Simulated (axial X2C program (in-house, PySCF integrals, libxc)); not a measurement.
# Correcting the dissociation energy of InS for spin–orbit coupling

A spin-free CCSD(T) curve (one-electron X2C) was computed with an in-house all-electron X2C program for linear molecules (integrals from PySCF), basis In dyall-cv3z [11s12p9d4f1g], S dyall-av3z [9s8p3d2f] (cores contracted in-house), for the state M_S = 1/2, Λ = 0 (beyond evenly filled blocks: σα). It gives D0 = 3.051 eV to In + S, which in a spin-free picture are the weighted means of the ground terms.

Correlated methods: 19 electrons correlated (number of frozen shells: In 4 s, 3 p, 1 d; S 2 s, 1 p), 259 virtual spin orbitals or spinors in MP2, 140 natural virtuals in coupled cluster.

Measured levels of the ground terms (NIST Handbook of Basic Atomic Spectroscopic Data), in cm⁻¹: In 2P: J = 1/2 at 0, J = 3/2 at 2212.6; S 3P: J = 2 at 0, J = 1 at 396.1, J = 0 at 573.6.

The molecular state has Λ = 0, so it has no first-order lowering.

(1) How far does each ground level lie under the (2J+1)-weighted mean of its term?

(2) Correct D0.

Second-order spin–orbit effects in the molecule, which grow quickly with Z, are left out. The state is one determinant whose occupation by symmetry is held fixed; it was picked as the lowest of a PBE0 search that is not exhaustive. De is counted from the lowest determinant-based energies of the atoms at the same level, without counterpoise correction. Coupled cluster ran in a truncated set of natural virtual spinors; the MP2 energy of the rest was added. (T) has no such correction and the atoms are truncated less, which lowers De at CCSD(T) by a hundredth of an eV or more. PBE0 can misorder states that lie within some tenths of an eV, so this need not be the ground state of the molecule. The nearest other spin-free determinant of the search, M_S = 1/2, Λ = 1, lies 0.38 eV up at the distance of the search.

## Answers

(1) In: (2 × 0 + 4 × 2212.6)/6 = 1475 cm⁻¹; S: (5 × 0 + 3 × 396.1 + 1 × 573.6)/9 = 196 cm⁻¹.

(2) D0 = 3.051 + (0 − 1671)/8065.5 = 2.844 eV at CCSD(T) with these spin–orbit terms.
